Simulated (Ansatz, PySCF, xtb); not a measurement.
Torsion H3–B1–S2–H5 in BH3S (SMILES BS); at each angle all else is relaxed with GFN2-xTB, and the levels are single points there.
Geometry at 0° (charge 0, multiplicity 1):
```xyz
5

B     -0.6017    -0.0718     0.0462
S      1.0673    -0.5087     0.3488
H     -1.3865    -0.8865    -0.2373
H     -0.8729     1.0587     0.1433
H      0.9996    -1.8230     0.1520
```

On the grid 0° to 330°, 90° is the highest and 0° the lowest point at CCSD(T)/CBS(cc-pV(T+d)Z, cc-pV(Q+d)Z).

Frozen-core correlation. Rows in 6-31G*, STO-3G carry no dispersion term and start afresh at each structure (6-31G* with six Cartesian d functions).

Programs: Ansatz (a quantum-chemistry and plane-wave program); PySCF for 6-31G* rows, STO-3G rows, the dispersion terms; xtb for the GFN methods. Values without a source in brackets are computed.

```json
[
 {"level": "GFN1-xTB", "energy at 90° less that at 0° (meV)": "855.5"},
 {"level": "GFN2-xTB", "energy at 90° less that at 0° (meV)": "758.9"},
 {"level": "HF/STO-3G", "energy at 90° less that at 0° (meV)": "996.9"},
 {"level": "HF/cc-pV(T+d)Z", "energy at 90° less that at 0° (meV)": "790.6"},
 {"level": "B3LYP-D3(BJ)/def2-TZVPP", "energy at 90° less that at 0° (meV)": "[?]"},
 {"level": "M06-2X/6-31G*", "energy at 90° less that at 0° (meV)": "[?]"},
 {"level": "SCS-MP2/cc-pV(T+d)Z", "energy at 90° less that at 0° (meV)": "868.4"},
 {"level": "SCS-MP2/cc-pV(Q+d)Z", "energy at 90° less that at 0° (meV)": "862.5"},
 {"level": "CCSD/cc-pV(Q+d)Z", "energy at 90° less that at 0° (meV)": "860.5"}
]
```

Q: Some entries are withheld; supply them.

A: 
- B3LYP-D3(BJ)/def2-TZVPP, energy at 90° less that at 0° (meV): 919.6
- M06-2X/6-31G*, energy at 90° less that at 0° (meV): 891.4
